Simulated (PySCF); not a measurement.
## Correlation energy of Co (cobalt, neutral)

[Ar] 3d7 4s1 4p1, one real determinant (an excited configuration). All numbers are calculated (PySCF 2.14, the spin-free X2C one-electron Hamiltonian (Gaussian nucleus), in x2c-TZVPPall with one added diffuse shell each of s, p, d, f type (7s6p5d3f1g, 80 functions)). Frozen: [Ne]; 17 electrons correlated.

| level | correlation energy (mhartree) |
| --- | --- |
| CCSD | -532.01 |
| (T) | -12.06 |
| CCSD(T) | -544.07 |

Diagnostics: T1 = 0.015, D1 = 0.0458, largest double amplitude 0.025.

The real determinant used has ⟨L²⟩ near 14 against 20 for a pure G term, so it mixes terms.

Cost of the coupled-cluster step: roughly 2.1 core-minutes, for 17 correlated electrons.

Iterations:

```
CC2 = 0
CCSD nocc = (np.int64(11), np.int64(6)), nmo = (75, 75)
frozen orbitals [[0, 1, 2, 3, 4], [0, 1, 2, 3, 4]]
max_cycle = 100
direct = 0
conv_tol = 1e-08
conv_tol_normt = 1e-06
diis_space = 8
diis_start_cycle = 0
Init t2, MP2 energy = -0.546706816344644
Init E_corr(UCCSD) = -0.546706816349146
cycle = 1  E_corr(UCCSD) = -0.516047237811859  dE = 0.0306595785  norm(t1,t2) = 0.0843227
cycle = 2  E_corr(UCCSD) = -0.532857268122987  dE = -0.0168100303  norm(t1,t2) = 0.0315162
cycle = 3  E_corr(UCCSD) = -0.530819486849656  dE = 0.00203778127  norm(t1,t2) = 0.0188736
cycle = 4  E_corr(UCCSD) = -0.531700779047639  dE = -0.000881292198  norm(t1,t2) = 0.0072003
cycle = 5  E_corr(UCCSD) = -0.5320159859608  dE = -0.000315206913  norm(t1,t2) = 0.00281095
cycle = 6  E_corr(UCCSD) = -0.531977306884807  dE = 3.8679076e-05  norm(t1,t2) = 0.00197788
cycle = 7  E_corr(UCCSD) = -0.531932097071824  dE = 4.5209813e-05  norm(t1,t2) = 0.00126643
cycle = 8  E_corr(UCCSD) = -0.531997171833446  dE = -6.50747616e-05  norm(t1,t2) = 0.000944046
cycle = 9  E_corr(UCCSD) = -0.532020264038771  dE = -2.30922053e-05  norm(t1,t2) = 0.000697437
cycle = 10  E_corr(UCCSD) = -0.531978425175992  dE = 4.18388628e-05  norm(t1,t2) = 0.000550203
cycle = 11  E_corr(UCCSD) = -0.531989517243432  dE = -1.10920674e-05  norm(t1,t2) = 0.000456515
cycle = 12  E_corr(UCCSD) = -0.532011466850464  dE = -2.1949607e-05  norm(t1,t2) = 0.000356024
cycle = 13  E_corr(UCCSD) = -0.53199804868041  dE = 1.34181701e-05  norm(t1,t2) = 0.000227308
cycle = 14  E_corr(UCCSD) = -0.532008405032513  dE = -1.03563521e-05  norm(t1,t2) = 0.000139649
cycle = 15  E_corr(UCCSD) = -0.532004720076757  dE = 3.68495576e-06  norm(t1,t2) = 9.91526e-05
cycle = 16  E_corr(UCCSD) = -0.532002984008877  dE = 1.73606788e-06  norm(t1,t2) = 6.66494e-05
cycle = 17  E_corr(UCCSD) = -0.532004957949779  dE = -1.9739409e-06  norm(t1,t2) = 3.94355e-05
cycle = 18  E_corr(UCCSD) = -0.532005094681323  dE = -1.36731544e-07  norm(t1,t2) = 2.12787e-05
cycle = 19  E_corr(UCCSD) = -0.532005024959084  dE = 6.9722239e-08  norm(t1,t2) = 1.36825e-05
cycle = 20  E_corr(UCCSD) = -0.532005272881096  dE = -2.47922012e-07  norm(t1,t2) = 8.73143e-06
cycle = 21  E_corr(UCCSD) = -0.532005218303722  dE = 5.45773742e-08  norm(t1,t2) = 5.88015e-06
cycle = 22  E_corr(UCCSD) = -0.532005225735467  dE = -7.43174511e-09  norm(t1,t2) = 4.16228e-06
cycle = 23  E_corr(UCCSD) = -0.532005319497134  dE = -9.37616674e-08  norm(t1,t2) = 2.94509e-06
cycle = 24  E_corr(UCCSD) = -0.532005310919537  dE = 8.57759741e-09  norm(t1,t2) = 2.42537e-06
cycle = 25  E_corr(UCCSD) = -0.532005338947205  dE = -2.80276677e-08  norm(t1,t2) = 1.99346e-06
cycle = 26  E_corr(UCCSD) = -0.532005313283047  dE = 2.56641576e-08  norm(t1,t2) = 1.63661e-06
cycle = 27  E_corr(UCCSD) = -0.532005330190728  dE = -1.6907681e-08  norm(t1,t2) = 1.14306e-06
cycle = 28  E_corr(UCCSD) = -0.532005344759764  dE = -1.4569036e-08  norm(t1,t2) = 8.14962e-07
cycle = 29  E_corr(UCCSD) = -0.532005343345188  dE = 1.41457623e-09  norm(t1,t2) = 5.59495e-07
UCCSD converged
E(UCCSD) = -1392.337738476385  E_corr = -0.532005343345188
UCCSD(T) correction = -0.0120596045152753
```

The reference is one real determinant that mixes LS terms of this configuration.

This basis was not built for core-valence correlation, so the inner-shell part is incomplete.
